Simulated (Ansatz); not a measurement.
Job for Ansatz (an electronic-structure program): U-PBE/cc-pV(T+d)Z on CH5Al (SMILES [CH3][AlH2]), a point of a bond scan (R = 2.639 Å). Files ending in .json are basis or fitting sets from the Basis Set Exchange.

Ansatz 0.2 input:
```yaml
crystal:
  periodic: [false, false, false]
  atoms:
    - {symbol: C, position_ang: [-1.23512650, -0.09453057, -0.00078552]}
    - {symbol: Al, position_ang: [1.39680038, 0.09977718, -0.00315662]}
    - {symbol: H, position_ang: [-1.68013597, 0.54438206, -0.76954883]}
    - {symbol: H, position_ang: [-1.59248422, -1.11401399, -0.15613004]}
    - {symbol: H, position_ang: [-1.63918751, 0.25553852, 0.95567754]}
    - {symbol: H, position_ang: [2.08108059, 1.52847185, 0.02919930]}
    - {symbol: H, position_ang: [2.31835231, -1.18865727, -0.02266981]}
basis:
  gaussian:
    orbitals: cc-pV_T+d_Z.json
hamiltonian:
  xc: {name: PBE}
magnetization: {spin_polarized: true, initial_magnetization: 0}
```

Program output:

```
WARN ansatz: RAYON_NUM_THREADS=1 ignored (pool sized by the plan → 1); use --threads N
Functional definition: PBE
integrals: 0.04 GiB planned
750 factors; their error is unknown
mean field: 0.44 GiB planned
mean field evaluation 1: about -7697.1001 eV, gradient 4.7e1 eV
mean field evaluation 2: about -7624.8717 eV, gradient 8.3e1 eV
mean field evaluation 4: about -7708.5053 eV, gradient 4.8e0 eV
mean field evaluation 8: about -7708.7036 eV, gradient 1.7e-1 eV
mean field evaluation 16: about -7708.7037 eV, gradient 1.2e-5 eV
mean field -7708.70373490 eV, -283.2896371107 hartree, gradient 1.2e-5 eV, S^2 0.000000; 0 other end points of the search recorded, 0 dependent functions left out
reference -7708.70378074 eV, -283.2896387952 hartree; 12, 12 occupied and 127, 127 virtual orbitals, 750 factors
Total energy: -7708.70378074 eV, -283.2896387952 hartree
```

Self-consistency was reached.

Cost: around 3 core-seconds (rough).
